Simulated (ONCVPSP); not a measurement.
Building the ONCV potential for P (PBE, scalar-relativistic).

```
Element                 : P (Z = 15)
Generator               : ONCVPSP 4.0.1
Type                    : optimised norm-conserving Vanderbilt (ONCV)
Functional              : PBE
Relativity              : scalar-relativistic
Frozen core             : [Ne]
Valence charge          : 5
Reference configuration : 3s1 3p4
Partial waves           : 3s: rc 1.30 bohr, ncon 3, nbas 8, qcut 7.7 1/bohr, 1 projector; 3p: rc 1.75 bohr, ncon 3, nbas 6, qcut 6.7 1/bohr, 2 projectors, debl 3.7 Ha
Local potential         : polynomial inside 1.00 bohr (lpopt 1, dvloc0 4 Ha)
Core correction         : polynomial model core, fcfact 0.25
```

* Cutoffs needed: 16 Ha and 24 Ha (the cutoffs (Ha) at which the residual kinetic energy of the hardest occupied pseudo-wave falls to 1 and 0.1 mHa per electron)
* Ghost test: no bound ghost flagged; no localised positive-energy state flagged
* Largest excitation error: +16 meV (all-electron minus pseudo) for 3s2 3p1, out of 4 test configurations
* rms error of d²Exc/dni dnj: 1.99 mHa without and 0.84 mHa with the model core
